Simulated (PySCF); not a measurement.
Molfile (atoms numbered from 1):
```
C5H4F8O
     RDKit          3D

 18 17  0  0  0  0  0  0  0  0999 V2000
   -2.2360    1.1842   -1.3896 F   0  0  0  0  0  0  0  0  0  0  0  0
   -2.4080    0.7229   -0.1370 C   0  0  0  0  0  0  0  0  0  0  0  0
   -1.7926    1.5438    0.7197 F   0  0  0  0  0  0  0  0  0  0  0  0
   -1.8223   -0.6903   -0.0539 C   0  0  0  0  0  0  0  0  0  0  0  0
   -1.9064   -1.0966    1.2260 F   0  0  0  0  0  0  0  0  0  0  0  0
   -2.6195   -1.4864   -0.8012 F   0  0  0  0  0  0  0  0  0  0  0  0
   -0.4138   -0.8597   -0.5739 C   0  0  0  0  0  0  0  0  0  0  0  0
    0.4416   -0.0483    0.1975 O   0  0  0  0  0  0  0  0  0  0  0  0
    1.7615   -0.1978   -0.0200 C   0  0  0  0  0  0  0  0  0  0  0  0
    2.1746   -1.4373    0.3196 F   0  0  0  0  0  0  0  0  0  0  0  0
    2.0698   -0.0380   -1.3192 F   0  0  0  0  0  0  0  0  0  0  0  0
    2.5062    0.8245    0.8405 C   0  0  0  0  0  0  0  0  0  0  0  0
    2.1724    2.0570    0.4417 F   0  0  0  0  0  0  0  0  0  0  0  0
    3.8242    0.6517    0.6766 F   0  0  0  0  0  0  0  0  0  0  0  0
   -3.4874    0.6847    0.0942 H   0  0  0  0  0  0  0  0  0  0  0  0
   -0.1526   -1.9254   -0.4758 H   0  0  0  0  0  0  0  0  0  0  0  0
   -0.3882   -0.5708   -1.6350 H   0  0  0  0  0  0  0  0  0  0  0  0
    2.2386    0.6894    1.9022 H   0  0  0  0  0  0  0  0  0  0  0  0
  1  2  1  0
  2  3  1  0
  2  4  1  0
  4  5  1  0
  4  6  1  0
  4  7  1  0
  7  8  1  0
  8  9  1  0
  9 10  1  0
  9 11  1  0
  9 12  1  0
 12 13  1  0
 12 14  1  0
  2 15  1  0
  7 16  1  0
  7 17  1  0
 12 18  1  0
M  END
```

Geometry: PBE0-D3(BJ)/def2-SVP; GIAO shifts from PySCF 2.14.0 with density-fitted response routines, gas phase, non-relativistic, averaged over equivalent atoms.

At PBE0/pcSseg-1 (258 basis functions):
```tsv
atoms	δ (ppm)
F10/F11	-116.3
F5/F6	-136.2
F1/F3	-148.1
F13/F14	-153.6
C9	120.7
C4	116.6
C2	114.6
C12	112.0
C7	59.2
O8	92.2
H15	5.75
H18	5.53
H16/H17	4.16
```

δ = σ(ref) − σ, references computed at the same level: ¹⁹F (σ = 177.25 ppm) against CFCl3; TMS for ¹³C (σ = 184.41 ppm), ¹H (σ = 31.27 ppm); ¹⁷O (σ = 334.56 ppm) against H2O.

Q: What do these become at WP04/pcSseg-2?

A: 
```json
{"atoms": "F10/F11", "δ at WP04/pcSseg-2": "-105.7", "change": "+10.6"}
{"atoms": "F5/F6", "δ at WP04/pcSseg-2": "-130.1", "change": "+6.1"}
{"atoms": "F1/F3", "δ at WP04/pcSseg-2": "-141.9", "change": "+6.2"}
{"atoms": "F13/F14", "δ at WP04/pcSseg-2": "-145.3", "change": "+8.3"}
{"atoms": "C9", "δ at WP04/pcSseg-2": "129.7", "change": "+9.0"}
{"atoms": "C4", "δ at WP04/pcSseg-2": "125.8", "change": "+9.2"}
{"atoms": "C2", "δ at WP04/pcSseg-2": "120.6", "change": "+6.0"}
{"atoms": "C12", "δ at WP04/pcSseg-2": "117.6", "change": "+5.6"}
{"atoms": "C7", "δ at WP04/pcSseg-2": "64.4", "change": "+5.2"}
{"atoms": "O8", "δ at WP04/pcSseg-2": "92.3", "change": "+0.1"}
{"atoms": "H15", "δ at WP04/pcSseg-2": "5.74", "change": "-0.01"}
{"atoms": "H18", "δ at WP04/pcSseg-2": "5.67", "change": "+0.14"}
{"atoms": "H16/H17", "δ at WP04/pcSseg-2": "4.23", "change": "+0.07"}
```

Referencing at the same level of theory: ¹⁹F (σref 177.34) vs CFCl3; ¹³C (σref 172.10), ¹H (σref 31.61) vs TMS; H2O for ¹⁷O (σref 314.06).

The largest change is at F10/F11 (fluorine of a CF2 group). Cost: 560 basis functions. The order of the carbon signals is the same at both levels.

Unscaled 19F shifts against computed CFCl3 carry errors that often reach 10 to 50 ppm. Experimental scales use liquid or dissolved standards, which lie at an offset from isolated H2O (liquid H2O: subtract about 36 ppm).
